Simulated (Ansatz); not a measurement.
Reactions of C₂H₆GeSi (`[SiH3]C#[C][GeH3]`).

Gas-phase electronic energies from Ansatz, PBE0-D4/def2-TZVP geometries. CCSD(T)/CBS adds triple-zeta CCSD(T) − MP2 to the extrapolated MP2 energy (def2 sets, frozen cores). This one scheme is used for every species. Elements past krypton have def2 core potentials. For Ga, Ge, Sb, Sc outer-core shells are correlated without core-valence functions, which leaves a few kJ/mol of doubt a bond. Scalar relativity is left out up to krypton. Each species was taken in one conformer, which may not be the lowest.

**Question.** Order these by ΔE at CCSD(T)/CBS, lowest first. (Best estimate.)
A. `[SiH3]C#[C][GeH3]` + `[OH][Sc]([F])[F]` → `[F][Sc]([F])[O][SiH3]` + `C#[C][GeH3]`
B. `[SiH3]C#[C][GeH3]` + `[CH3][SbH][OH]` → `[OH][SbH][CH2][SiH3]` + `C#[C][GeH3]`
C. `[SiH3]C#[C][GeH3]` + `NC1=C[SiH2]1` → `[GeH3][NH]C1=C[SiH2]1` + `C#C[SiH3]`
D. `[SiH3]C#[C][GeH3]` + `OCS` → `OC[S][GeH3]` + `C#C[SiH3]`
E. `[SiH3]C#[C][GeH3]` + `[OH][Ga]([Cl])[Cl]` → `[SiH3][O][Ga]([Cl])[Cl]` + `C#[C][GeH3]`
F. `[SiH3]C#[C][GeH3]` + `C[SiH2]O` → `C[SiH2][O][GeH3]` + `C#C[SiH3]`

**Answer.** A (-17.7 kcal/mol), E (-14.4 kcal/mol), D (-7.5 kcal/mol), F (-4.5 kcal/mol), C (+1.6 kcal/mol), B (+7.3 kcal/mol).

Largest T1 diagnostic: 0.017, for `[OH][Sc]([F])[F]`.
